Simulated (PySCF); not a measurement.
PySCF input for HO4S, SMILES S(=O)(=O)([O])O, multiplicity 2, TDA-PBE/def2-SVPD. The structure is a stationary point at TPSSh-D3(BJ)/def2-SVP. The isomer is the one that the SMILES or the coordinates give; other isomers of the formula were not compared. The values are those of a single conformer.

```python
import numpy as np
from pyscf import gto, scf, dft, tdscf

mol = gto.M(
    atom='''
    O     0.38129711    0.87782769   -1.15267741
    S    -0.11033968    0.04432048    0.00000000
    O     0.38129718    0.87782770    1.15267738
    O    -1.49328728   -0.37501281    0.00000003
    O     0.73978046   -1.33003200   -0.00000001
    H     1.69273511   -1.11401224   -0.00000004
    ''',
    basis='def2-SVPD',
    charge=0,
    spin=1,
    max_memory=1600,
    verbose=4,
)
mf = dft.UKS(mol, xc='pbe').density_fit(auxbasis='def2-universal-jkfit')
mf.grids.level = 3
mf.conv_tol = 1e-9
mf.max_cycle = 100
mf.kernel()
fine, coarse = mf.grids, dft.Grids(mol).set(level=1).build(with_non0tab=True)
for _ in range(3):  # follow internal instabilities
    mf.grids = coarse
    mo, _, stable, _ = mf.stability(return_status=True, nroots=4)
    mf.grids = fine
    if stable:
        break
    mf.kernel(mf.make_rdm1(mo, mf.mo_occ))
mf.grids = dft.Grids(mol).set(level=1).build(with_non0tab=True)  # coarser grid for the response kernel
td = tdscf.TDA(mf)
td.nstates = 10
td.conv_tol = 1e-4
td.positive_eig_threshold = 1e-6
td.kernel(x0=td.get_init_guess(mf, 15))
td.analyze()
```

Program output:

```
PySCF version 2.14.0

[INPUT] verbose = 4
[INPUT] num. atoms = 6
[INPUT] num. electrons = 49
[INPUT] charge = 0
[INPUT] spin (= nelec alpha-beta = 2S) = 1
[INPUT] symmetry False subgroup None
[INPUT] Mole.unit = angstrom
[INPUT] Symbol           X                Y                Z      unit          X                Y                Z       unit  Magmom
[INPUT]  1 O      0.381297110000   0.877827690000  -1.152677410000 AA    0.720547109988   1.658853918660  -2.178244614873 Bohr   0.0
[INPUT]  2 S     -0.110339680000   0.044320480000   0.000000000000 AA   -0.208511775872   0.083753568909   0.000000000000 Bohr   0.0
[INPUT]  3 O      0.381297180000   0.877827700000   1.152677380000 AA    0.720547242269   1.658853937557   2.178244558181 Bohr   0.0
[INPUT]  4 O     -1.493287280000  -0.375012810000   0.000000030000 AA   -2.821903984497  -0.708671504104   0.000000056692 Bohr   0.0
[INPUT]  5 O      0.739780460000  -1.330032000000  -0.000000010000 AA    1.397982461705  -2.513396216908  -0.000000018897 Bohr   0.0
[INPUT]  6 H      1.692735110000  -1.114012240000  -0.000000040000 AA    3.198805759336  -2.105178033013  -0.000000075589 Bohr   0.0

nuclear repulsion = 273.873120791897
number of shells = 51
number of NR pGTOs = 187
number of NR cGTOs = 127
basis = def2-SVPD
ecp = {}


[settings echo left out]
init E= -699.983609341398
  alpha nocc = 25  HOMO = -0.365030390817423  LUMO = -0.0529709655790342
  beta  nocc = 24  HOMO = -0.37780442143115  LUMO = -0.365030390817423

WARN: HOMO -0.365030390817423 >= LUMO -0.365030390817423

cycle= 1 E= -698.508125890474  delta_E= 1.48  |g|= 0.839  |ddm|= 2.33
  alpha nocc = 25  HOMO = -0.214895805583402  LUMO = -0.0561880516567288
  beta  nocc = 24  HOMO = -0.226641730949695  LUMO = -0.194371324033174
  HOMO = -0.214895805583  LUMO = -0.194371324033  gap/eV = 0.55850
cycle= 2 E= -697.247851023321  delta_E= 1.26  |g|= 1.95  |ddm|= 2.47
  alpha nocc = 25  HOMO = -0.269730047122894  LUMO = -0.0494724197458583
  beta  nocc = 24  HOMO = -0.264591748484936  LUMO = -0.233528248423033
  HOMO = -0.264591748485  LUMO = -0.233528248423  gap/eV = 0.84528
cycle= 3 E= -698.631617726954  delta_E= -1.38  |g|= 0.586  |ddm|= 1.96
  alpha nocc = 25  HOMO = -0.312936007726941  LUMO = -0.053146668479231
  beta  nocc = 24  HOMO = -0.304372778147767  LUMO = -0.279335428564817
  HOMO = -0.304372778148  LUMO = -0.279335428565  gap/eV = 0.68130
cycle= 4 E= -698.773459127738  delta_E= -0.142  |g|= 0.0983  |ddm|=  0.6
  alpha nocc = 25  HOMO = -0.321782905708204  LUMO = -0.0579815928249423
  beta  nocc = 24  HOMO = -0.311598184477641  LUMO = -0.283877373548146
  HOMO = -0.311598184478  LUMO = -0.283877373548  gap/eV = 0.75432
cycle= 5 E= -698.776607311078  delta_E= -0.00315  |g|= 0.0422  |ddm|= 0.11
  alpha nocc = 25  HOMO = -0.316714675056114  LUMO = -0.0543053255634032
  beta  nocc = 24  HOMO = -0.306905965667031  LUMO = -0.280786246101041
  HOMO = -0.306905965667  LUMO = -0.280786246101  gap/eV = 0.71075
cycle= 6 E= -698.777201757992  delta_E= -0.000594  |g|= 0.02  |ddm|= 0.0497
  alpha nocc = 25  HOMO = -0.315947665118621  LUMO = -0.0545978431602987
  beta  nocc = 24  HOMO = -0.306015585785052  LUMO = -0.278240860314555
  HOMO = -0.306015585785  LUMO = -0.278240860315  gap/eV = 0.75579
cycle= 7 E= -698.777348099883  delta_E= -0.000146  |g|= 0.00699  |ddm|= 0.0218
  alpha nocc = 25  HOMO = -0.316537648385516  LUMO = -0.0546973898710603
  beta  nocc = 24  HOMO = -0.306603831128095  LUMO = -0.278888600533727
  HOMO = -0.306603831128  LUMO = -0.278888600534  gap/eV = 0.75417
cycle= 8 E= -698.777368508242  delta_E= -2.04e-05  |g|= 0.0016  |ddm|= 0.00723
  alpha nocc = 25  HOMO = -0.316594515919036  LUMO = -0.0546937517220876
  beta  nocc = 24  HOMO = -0.306670017897563  LUMO = -0.278941885372705
  HOMO = -0.306670017898  LUMO = -0.278941885373  gap/eV = 0.75452
cycle= 9 E= -698.77736984499  delta_E= -1.34e-06  |g|= 0.000362  |ddm|= 0.0027
  alpha nocc = 25  HOMO = -0.316588417235315  LUMO = -0.0546863547835255
  beta  nocc = 24  HOMO = -0.306650598749921  LUMO = -0.278907901204997
  HOMO = -0.30665059875  LUMO = -0.278907901205  gap/eV = 0.75492
cycle= 10 E= -698.777369916461  delta_E= -7.15e-08  |g|= 0.000111  |ddm|= 0.000466
  alpha nocc = 25  HOMO = -0.316589436800996  LUMO = -0.0546883934301547
  beta  nocc = 24  HOMO = -0.306646411721035  LUMO = -0.278900799782985
  HOMO = -0.306646411721  LUMO = -0.278900799783  gap/eV = 0.75500
cycle= 11 E= -698.777369921676  delta_E= -5.22e-09  |g|= 7.31e-05  |ddm|= 0.000218
  alpha nocc = 25  HOMO = -0.316589643455659  LUMO = -0.0546873491592113
  beta  nocc = 24  HOMO = -0.306646486226581  LUMO = -0.278901360554154
  HOMO = -0.306646486227  LUMO = -0.278901360554  gap/eV = 0.75498
cycle= 12 E= -698.777369917974  delta_E= 3.7e-09  |g|= 0.000119  |ddm|= 0.000142
  alpha nocc = 25  HOMO = -0.316591091109081  LUMO = -0.0546864189059915
  beta  nocc = 24  HOMO = -0.306647481584044  LUMO = -0.278903388592611
  HOMO = -0.306647481584  LUMO = -0.278903388593  gap/eV = 0.75496
cycle= 13 E= -698.777369924095  delta_E= -6.12e-09  |g|= 2.08e-05  |ddm|= 0.000108
  alpha nocc = 25  HOMO = -0.316590948771705  LUMO = -0.0546866604604626
  beta  nocc = 24  HOMO = -0.306647034581804  LUMO = -0.278903237811938
  HOMO = -0.306647034582  LUMO = -0.278903237812  gap/eV = 0.75495
cycle= 14 E= -698.77736992429  delta_E= -1.95e-10  |g|= 6.09e-06  |ddm|= 1.97e-05
  alpha nocc = 25  HOMO = -0.316590351459171  LUMO = -0.0546863777986304
  beta  nocc = 24  HOMO = -0.306646271257089  LUMO = -0.278902307760016
  HOMO = -0.306646271257  LUMO = -0.27890230776  gap/eV = 0.75495
Extra cycle  E= -698.777369924041  delta_E= 2.49e-10  |g|= 2.45e-05  |ddm|= 2.9e-05
converged SCF energy = -698.777369924041  <S^2> = 0.75415441  2S+1 = 2.0041501
tot grids = 29512
uhf_internal: lowest eigs of H = [0.33807661 0.42089896 0.42909037 0.48354513]
<class 'pyscf.df.df_jk.DFUKS'> wavefunction is stable in the internal stability analysis
tot grids = 29512
Overwritten attributes  positive_eig_threshold  of <class 'pyscf.tdscf.uks.TDA'>


******** <class 'pyscf.tdscf.uks.TDA'> for <class 'pyscf.df.df_jk.DFUKS'> ********
nstates = 10
deg_eia_thresh = 1.000e-03
wfnsym = None
conv_tol = 0.0001
eigh lindep = 1e-12
eigh level_shift = 0
eigh max_cycle = 100


Excitation energies (eV)
[0.78714352 1.28871843 2.35578448 2.61407218 2.82240432 3.43173932
 4.66892638 5.77887385 5.87655304 6.77661772]

** Excitation energies and oscillator strengths **
Excited State   1:      0.78714 eV   1575.12 nm  f=0.0009
      22b ->   25b      0.12144
      24b ->   25b      0.98902
Excited State   2:      1.28872 eV    962.07 nm  f=0.0000
      23b ->   25b      0.99730
Excited State   3:      2.35578 eV    526.30 nm  f=0.0003
      20b ->   25b     -0.48778
      21b ->   25b      0.87105
Excited State   4:      2.61407 eV    474.30 nm  f=0.0115
      19b ->   25b      0.32443
      22b ->   25b      0.92603
Excited State   5:      2.82240 eV    439.29 nm  f=0.0056
      19b ->   25b      0.94244
      22b ->   25b     -0.30668
Excited State   6:      3.43174 eV    361.29 nm  f=0.0305
      18b ->   25b      0.34752
      20b ->   25b      0.79375
      21b ->   25b      0.42652
Excited State   7:      4.66893 eV    265.55 nm  f=0.0347
      17b ->   25b     -0.18456
      18b ->   25b     -0.91771
      20b ->   25b      0.23900
      21b ->   25b      0.14211
Excited State   8:      5.77887 eV    214.55 nm  f=0.0220
      17b ->   25b     -0.96953
      18b ->   25b      0.12164
Excited State   9:      5.87655 eV    210.98 nm  f=0.0130
      16b ->   25b     -0.98864
Excited State  10:      6.77662 eV    182.96 nm  f=0.0000
      25a ->   26a     -0.42089
      24b ->   26b      0.90146

** Transition electric dipole moments (AU) **
state          X           Y           Z        Dip. S.      Osc.
  1        -0.2211      0.0046      0.0000      0.0489      0.0009
  2        -0.0000     -0.0000     -0.0337      0.0011      0.0000
  3         0.0000      0.0000     -0.0659      0.0043      0.0003
  4         0.3066      0.2936      0.0000      0.1802      0.0115
  5        -0.2821     -0.0338     -0.0000      0.0807      0.0056
  6        -0.0000     -0.0000     -0.6020      0.3624      0.0305
  7        -0.0000     -0.0000     -0.5508      0.3034      0.0347
  8         0.0000     -0.0000      0.3938      0.1551      0.0220
  9        -0.2096     -0.2146      0.0000      0.0900      0.0130
 10        -0.0000      0.0000      0.0088      0.0001      0.0000

** Transition velocity dipole moments (imaginary part, AU) **
state          X           Y           Z        Dip. S.      Osc.
  1         0.0581      0.0108      0.0000      0.0035      0.0805
  2         0.0000      0.0000      0.0150      0.0002      0.0032
  3        -0.0000     -0.0000      0.0250      0.0006      0.0048
  4        -0.0904     -0.0702      0.0000      0.0131      0.0909
  5         0.0667      0.0116      0.0000      0.0046      0.0295
  6         0.0000      0.0000      0.1525      0.0232      0.1229
  7         0.0000      0.0000      0.1001      0.0100      0.0389
  8        -0.0000      0.0000     -0.0558      0.0031      0.0098
  9         0.0354      0.0323     -0.0000      0.0023      0.0071
 10        -0.0000      0.0000     -0.0015      0.0000      0.0000

** Transition magnetic dipole moments (imaginary part, AU) **
state          X           Y           Z
  1        -0.0000     -0.0000     -0.5125
  2         0.3484      0.4002     -0.0000
  3        -0.1162     -0.0110      0.0000
  4        -0.0000      0.0000     -0.0690
  5         0.0000      0.0000      0.2630
  6        -0.1466     -0.0133     -0.0000
  7         0.0563     -0.1580     -0.0000
  8        -0.2290     -0.2320      0.0000
  9        -0.0000      0.0000     -0.0845
 10         0.0871      0.1315     -0.0000
```

The calculation finished and met its thresholds.

Cost: about 2.2 core-minutes (a rough figure).
